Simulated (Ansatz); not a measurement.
## What each rung costs, and what it gives

Saddle point of InHBrCl₃, singlet (InCl₃ ([Cl][In]([Cl])[Cl]) + HBr → InBrCl₂ ([Cl][In]([Cl])[Br]) + HCl (still joined by a long In–Cl bond); bonds formed: Cl2–H5; dative contacts that become bonds: In1–Br6; bonds broken: H5–Br6; bonds weakened to dative contacts: In1–Cl2), PBE0-D4/def2-TZVP structure:

| atom | x (Å) | y (Å) | z (Å) |
| --- | --- | --- | --- |
| In1 | -0.6312 | -0.3540 | 0.1185 |
| Cl2 | 0.0648 | 1.9139 | -0.5555 |
| Cl3 | -1.5040 | -1.5667 | -1.6243 |
| Cl4 | -1.4044 | -0.4373 | 2.2784 |
| H5 | 1.4148 | 0.9420 | -0.3087 |
| Br6 | 2.0599 | -0.4979 | 0.0915 |

Barriers are electronic and count from the start structure reached by relaxing down the imaginary mode.

Ansatz 0.2.0; basis: as named in each row; cores frozen in the correlated methods. Filled d shells of the heavier atoms are correlated. Core potentials replace the inner electrons of the atoms past krypton. The def2 sets are not built for correlating such inner shells, so the correlated values are less sure here. B3LYP uses VWN-RPA correlation. Extrapolation: Hartree–Fock as exp(−7.88 √X), correlation as X^−2.97.

Times are rough, for one single point on 8 threads of a shared host (Arm Neoverse V1).

The estimate by CCSD(T) at an estimated basis limit (MP2 extrapolated from triple and quadruple zeta, plus CCSD(T) − MP2 in triple zeta) is 0.242 eV.

```json
{"method": "SPW92", "basis": "def2-SVP", "time (s)": "under 1", "barrier (eV)": "-0.223", "method less estimate": "-0.465"}
{"method": "PBE-D4", "basis": "def2-SVP", "time (s)": "under 1", "barrier (eV)": "-0.027", "method less estimate": "-0.268"}
{"method": "SPW92", "basis": "def2-TZVPP", "time (s)": "1", "barrier (eV)": "-0.166", "method less estimate": "-0.408"}
{"method": "PBE-D4", "basis": "def2-TZVPP", "time (s)": "1", "barrier (eV)": "0.008", "method less estimate": "-0.234"}
{"method": "PBE0-D4", "basis": "def2-SVP", "time (s)": "2", "barrier (eV)": "0.098", "method less estimate": "-0.144"}
{"method": "BLYP-D4", "basis": "def2-TZVPP", "time (s)": "2", "barrier (eV)": "0.119", "method less estimate": "-0.123"}
{"method": "B3LYP-D4", "basis": "def2-TZVPP", "time (s)": "3", "barrier (eV)": "0.197", "method less estimate": "-0.045"}
{"method": "BHLYP-D4", "basis": "def2-TZVPP", "time (s)": "3", "barrier (eV)": "0.329", "method less estimate": "0.087"}
{"method": "PBE0-D4", "basis": "def2-TZVPP", "time (s)": "4", "barrier (eV)": "0.116", "method less estimate": "-0.126"}
{"method": "CAM-B3LYP-D4", "basis": "def2-TZVPP", "time (s)": "4", "barrier (eV)": "0.260", "method less estimate": "0.018"}
{"method": "r2SCAN-D4", "basis": "def2-TZVPP", "time (s)": "4", "barrier (eV)": "0.066", "method less estimate": "-0.176"}
{"method": "RPA on PBE", "basis": "def2-TZVPP", "time (s)": "4", "barrier (eV)": "0.282", "method less estimate": "0.040"}
{"method": "PBE-QIDH", "basis": "def2-TZVPP", "time (s)": "5", "barrier (eV)": "0.194", "method less estimate": "-0.048"}
{"method": "wB97M-V", "basis": "def2-SVP", "time (s)": "6", "barrier (eV)": "0.223", "method less estimate": "-0.019"}
{"method": "r2SCAN0-D4", "basis": "def2-TZVPP", "time (s)": "6", "barrier (eV)": "0.150", "method less estimate": "-0.092"}
{"method": "B2PLYP", "basis": "def2-TZVPP", "time (s)": "6", "barrier (eV)": "0.228", "method less estimate": "-0.014"}
{"method": "wB97X-V", "basis": "def2-TZVPP", "time (s)": "6", "barrier (eV)": "0.289", "method less estimate": "0.047"}
{"method": "B97M-V", "basis": "def2-TZVPP", "time (s)": "7", "barrier (eV)": "0.233", "method less estimate": "-0.009"}
{"method": "CCSD(T)", "basis": "def2-SVP", "time (s)": "8", "barrier (eV)": "0.316", "method less estimate": "0.074"}
{"method": "wB97M-V", "basis": "def2-TZVPP", "time (s)": "9", "barrier (eV)": "0.270", "method less estimate": "0.028"}
{"method": "MP2", "basis": "def2-QZVPP", "time (s)": "14", "barrier (eV)": "0.184", "method less estimate": "-0.058"}
{"method": "CCSD(T)", "basis": "def2-TZVPP", "time (s)": "180", "barrier (eV)": "0.282", "method less estimate": "0.040"}
```

All methods are single points on the PBE0-D4 structures; a negative value means that the method puts the saddle structure below the start.

T1 diagnostic: at most 0.011.

Labels in which every atom is bracketed show which atoms are joined, not bond orders.
